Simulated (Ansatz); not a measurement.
**Molecular dynamics of AuF**

The input (input.yaml):

```yaml
crystal:
  periodic: [false, false, false]
  atoms:
    - { symbol: F, position_ang: [0.842254, -0.328005, 0.416565] }
    - { symbol: Au, position_ang: [-0.812854, 0.267905, -0.412565] }
magnetization:
  spin_polarized: true
basis:
  gaussian: { orbitals: def2-SVP }
hamiltonian:
  xc: pbe
md:
  timestep: 2.0
  n_steps: 400
  ensemble: nve
  temperature: 3000.0
  initial_velocities: maxwell_boltzmann
  seed: 575323
```

Run as:

```bash
$ ansatz run input.yaml --threads 1 --pin off --max-ram 2048MiB --backend cpu --events-out ev --progress --plain --runs-dir out
```

It starts from a relaxed structure.

Output, in part (step lines, the closing report, with atoms numbered from 0):

```
md step     0: t =     0.00 fs  T =  3000.0 K  F+E_penalty+E_count = -6405.52097440 eV  E_kin = 0.129260 eV  conserved = -6405.39171440 eV  (34 SCF iters)
md step     1: t =     2.00 fs  T =  2869.9 K  F+E_penalty+E_count = -6405.51543120 eV  E_kin = 0.123656 eV  conserved = -6405.39177521 eV  (31 SCF iters)
md step     2: t =     4.00 fs  T =  2482.3 K  F+E_penalty+E_count = -6405.49863903 eV  E_kin = 0.106956 eV  conserved = -6405.39168318 eV  (30 SCF iters)
md step     3: t =     6.00 fs  T =  1884.1 K  F+E_penalty+E_count = -6405.47258887 eV  E_kin = 0.081179 eV  conserved = -6405.39141013 eV  (30 SCF iters)
md step     4: t =     8.00 fs  T =  1183.9 K  F+E_penalty+E_count = -6405.44200282 eV  E_kin = 0.051010 eV  conserved = -6405.39099234 eV  (29 SCF iters)
md step     5: t =    10.00 fs  T =   537.4 K  F+E_penalty+E_count = -6405.41369471 eV  E_kin = 0.023154 eV  conserved = -6405.39054043 eV  (28 SCF iters)
md step     6: t =    12.00 fs  T =   107.3 K  F+E_penalty+E_count = -6405.39483264 eV  E_kin = 0.004622 eV  conserved = -6405.39021034 eV  (29 SCF iters)
md step     7: t =    14.00 fs  T =    10.3 K  F+E_penalty+E_count = -6405.39057595 eV  E_kin = 0.000443 eV  conserved = -6405.39013290 eV  (30 SCF iters)
[... lines left out ...]
md step   397: t =   794.00 fs  T =    21.2 K  F+E_penalty+E_count = -6405.39143522 eV  E_kin = 0.000915 eV  conserved = -6405.39052023 eV  (31 SCF iters)
md step   398: t =   796.00 fs  T =    18.5 K  F+E_penalty+E_count = -6405.39131765 eV  E_kin = 0.000798 eV  conserved = -6405.39051966 eV  (21 SCF iters)
md step   399: t =   798.00 fs  T =   172.4 K  F+E_penalty+E_count = -6405.39798085 eV  E_kin = 0.007428 eV  conserved = -6405.39055299 eV  (31 SCF iters)
md step   400: t =   800.00 fs  T =   470.4 K  F+E_penalty+E_count = -6405.41089007 eV  E_kin = 0.020269 eV  conserved = -6405.39062136 eV  (166 SCF iters)
Total energy: -6405.41092333 eV, -235.3945096889 hartree
Atom 0 at     0.935245    -0.361486     0.463149 Å, force    -1.402674     0.505023    -0.702673 eV/Å
Atom 1 at    -0.821823     0.271134    -0.417058 Å, force     1.402674    -0.505023     0.702673 eV/Å
Dipole moment:    -0.645999     0.232587    -0.323615 e Å
```

The steps, from the saved trajectory:

| time (fs) | T (K) | potential energy less start (eV) | conserved less start (meV/atom) |
| --- | --- | --- | --- |
| 0.0 | 3000 | 0.000 | 0.00 |
| 26.0 | 2964 | 0.002 | -0.02 |
| 52.0 | 945 | 0.090 | 0.48 |
| 78.0 | 173 | 0.123 | 0.73 |
| 104.0 | 214 | 0.121 | 0.57 |
| 130.0 | 2216 | 0.034 | 0.07 |
| 156.0 | 2580 | 0.018 | 0.18 |
| 182.0 | 2212 | 0.035 | 0.27 |
| 208.0 | 1671 | 0.058 | 0.21 |
| 234.0 | 54 | 0.128 | 0.59 |
| 260.0 | 561 | 0.106 | 0.58 |
| 286.0 | 1359 | 0.072 | 0.42 |
| 312.0 | 2989 | 0.001 | 0.02 |
| 338.0 | 2911 | 0.004 | -0.03 |
| 364.0 | 806 | 0.096 | 0.50 |
| 390.0 | 84 | 0.127 | 0.76 |
| 416.0 | 297 | 0.118 | 0.57 |
| 442.0 | 2389 | 0.026 | 0.03 |
| 468.0 | 2692 | 0.014 | 0.15 |
| 494.0 | 2063 | 0.041 | 0.30 |
| 520.0 | 1459 | 0.067 | 0.27 |
| 546.0 | 22 | 0.130 | 0.60 |
| 572.0 | 742 | 0.098 | 0.51 |
| 598.0 | 1517 | 0.065 | 0.40 |
| 624.0 | 2956 | 0.002 | 0.05 |
| 650.0 | 2833 | 0.007 | -0.03 |
| 676.0 | 675 | 0.101 | 0.52 |
| 702.0 | 26 | 0.130 | 0.79 |
| 728.0 | 392 | 0.113 | 0.56 |
| 754.0 | 2543 | 0.020 | 0.01 |
| 780.0 | 2789 | 0.009 | 0.12 |

All steps were run. The conserved energy stayed within 0.8 meV per atom of its start (net change 0.55 meV per atom), so the integration is sound. The temperature averaged 0.49 of the 3000 K drawn at the start: a run that starts near a minimum puts about half its kinetic energy into the potential. A run of 0.8 ps of so small a system gives no equilibrium averages.

The same pairs are bonded in the first frame and the last. Pairs count as bonded within 1.25 times the sum of covalent radii (0.12 Å more for H–H).

Last frame:

```xyz
2
Properties=species:S:1:pos:R:3
F 0.935 -0.361 0.463
Au -0.822 0.271 -0.417
```

Time of the run: 7.6 min on 1 thread of Arm Neoverse V2 (shared host), peak memory 0.1 GiB.
